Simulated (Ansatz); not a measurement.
The first iterations of a band of CH11GeNSi2 (16 atoms, charge 0, multiplicity 1).

These are results of RHF/def2-SVP (Ansatz 0.2.0), not measurements.

| Item | Value |
| --- | --- |
| movable images | 6 |
| climbing image | no |
| spring | 5.0 eV/Å² |
| optimiser | quadratic models (default) |
| start path | IDPP |
| force threshold | 0.05 eV/Å |
| iteration limit | 60 |
| end points | relaxed |

Initial state:

```xyz
16
Properties=species:S:1:pos:R:3
C 0.343 -2.391 -0.383
N 1.210 -1.337 0.091
Si 1.462 0.201 -0.646
Ge -0.563 1.530 -0.747
Si -1.600 1.654 1.432
H -0.572 -2.489 0.211
H 0.041 -2.195 -1.413
H 0.849 -3.360 -0.381
H 1.630 -1.515 0.981
H 2.454 0.918 0.191
H 1.995 0.073 -2.027
H -0.255 2.956 -1.244
H -1.575 0.915 -1.733
H -2.019 0.299 1.868
H -0.631 2.183 2.425
H -2.793 2.536 1.420
```

Final state:

```xyz
16
Properties=species:S:1:pos:R:3
C 0.440 -2.285 -0.573
N 1.287 -1.193 -0.151
Si 1.346 0.396 -0.822
Ge -0.763 1.552 -0.548
Si -1.521 1.325 1.734
H -0.229 -1.957 -1.370
H 1.016 -3.128 -0.967
H -0.188 -2.659 0.241
H 1.968 -1.442 0.537
H 2.390 1.133 -0.069
H 1.710 0.410 -2.265
H -0.610 3.044 -0.895
H -1.844 0.976 -1.484
H -1.830 -0.098 2.022
H -0.455 1.771 2.666
H -2.739 2.133 1.988
```

| iteration | highest image above the first end (eV) | largest band force component (eV/Å) |
| --- | --- | --- |
| 1 | 0.061 | 0.691 |
| 2 | 0.024 | 0.288 |

Does the band converge within its limit, and where does its top end?

The run converged. It ended after 8 iterations with the highest image 0.015 eV above the first end. A structure lower than the last end lies on the path between it and the top, so the climb from that side starts below the end, which may itself be a saddle point or a shallow side well. No image climbed, so the highest image needn't sit at the top of the path.

The run took 85 s on 2 threads of AMD EPYC 9R45 96-Core Processor (Zen 5) (shared host), peak memory 0.51 GiB.
